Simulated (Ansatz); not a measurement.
Basis sets compared for ZrF4. Total charge 0; singlet. Geometry PBE-D4/def2-SVP. Ansatz on 4 threads of Arm Neoverse V1 on a shared host; times are rough, and most runs start from earlier orbitals.

```xyz
5

Zr    0.000    0.000    0.000
F     1.849   -0.262    0.392
F    -0.931    0.455    1.602
F    -0.730   -1.607   -0.726
F    -0.187    1.414   -1.268
```

In the def2 sets Zr takes a core potential; there is no spin–orbit coupling.

Binding counts from free atoms (Zr triplet, F doublet) in the same basis, without a counterpoise term.

```
              level  functions  energy (Eh)  HOMO (eV)  LUMO (eV)  binding per atom (eV)  wall time
    PBE-D4/def2-SVP         87    -446.1062      -9.87      -2.17                      –     0.65 s
   PBE-D4/def2-TZVP        164    -446.6054     -10.14      -2.35                      –      1.2 s
r2SCAN-D4/def2-TZVP        164    -446.8250     -10.64      -2.19                      –      2.4 s
   PBE0-D4/def2-SVP         87    -446.0640     -12.03      -1.40                   5.43     0.75 s
  PBE0-D4/def2-TZVP        164    -446.5623     -12.20      -1.49                   5.31      1.4 s
```

(1) Estimate the rows for PBE-D4/def2-TZVPD, r2SCAN-D4/def2-TZVPD, PBE0-D4/def2-TZVPD.

Answers

(1) 
| level | functions | energy (Eh) | HOMO (eV) | LUMO (eV) | binding per atom (eV) | wall time |
| --- | --- | --- | --- | --- | --- | --- |
| PBE-D4/def2-TZVPD | 200 | -446.6098 | -10.17 | -2.37 | – | 1.6 s |
| r2SCAN-D4/def2-TZVPD | 200 | -446.8296 | -10.64 | -2.16 | – | 3.1 s |
| PBE0-D4/def2-TZVPD | 200 | -446.5668 | -12.21 | -1.48 | 5.31 | 2 s |
